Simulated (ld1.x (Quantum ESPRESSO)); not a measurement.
## Which change was made? (Ne, RRKJ)

```json
{
  "Element": "neon (Ne)",
  "Generator": "ld1.x (Quantum ESPRESSO) 7.5",
  "Type": "norm-conserving RRKJ (Kleinman–Bylander form)",
  "Functional": "PBE",
  "Relativity": "non-relativistic",
  "Frozen core": "[He]",
  "Valence charge": "8",
  "Reference configuration": "2s2 2p5.5 (charge +0.5)",
  "Partial waves": "2s (bound): rc 0.50 bohr; 3d channel at 0.15 Ry: rc 1.45 bohr; 2p (bound): rc 1.50 bohr",
  "Local potential": "the p channel",
  "Core correction": "a·sin(br)/r model core, default radius (core density twice the valence density)",
  "rho0": "0.01"
}
```

Cutoffs, loose and tight: the cutoffs (Ry, on a coarse ladder) from which the occupation-weighted sum of valence levels, in a spherical-Bessel basis at the reference potential, stays within 10 and 1 mRy of its value at 400 Ry. They do not see the model core or the augmentation charge, which bear on the density cutoff. Test errors are all-electron minus pseudo excitation energies from the reference, over the configurations 2s2 2p6; 2s2 2p5; 2s2 2p4; 2s1 2p6; 2s2 2p3; 2s2 2p2; variants that change the core or the reference have their own tests.

The base gives: outcome: generated; bound ghosts: not determined; largest test error (meV): +2833.

Problem. After one change the result is: outcome: failed: run_pseudo: Errors in PS-KS equation. Which change was it?
A. core none, valence charge 10; reference 1s2 2s2 2p5; waves now 1s (bound): rc 0.30 bohr; 2p (bound): rc 0.95 bohr; 3d channel at 0.15 Ry: rc 1.05 bohr; local potential all-electron potential smoothed inside 0.25 bohr (lloc = -1); core correction none
B. wave 2p (bound): rc 1.50 bohr becomes 2p (bound): rc 1.30 bohr
C. all radii but the core radius scaled by about 1.37 (s 0.68, p 2.06, d 2.00 bohr)

Solution. A. The others give: all radii but the core radius scaled by about 1.37 (s 0.68, p 2.06, d 2.00 bohr) → outcome: generated; cutoff, loose: 230 Ry; cutoff, tight: 260 Ry; bound ghosts: none; largest test error (meV): +9583 | wave 2p (bound): rc 1.50 bohr becomes 2p (bound): rc 1.30 bohr → outcome: generated; bound ghosts: not determined; largest test error (meV): +1620.
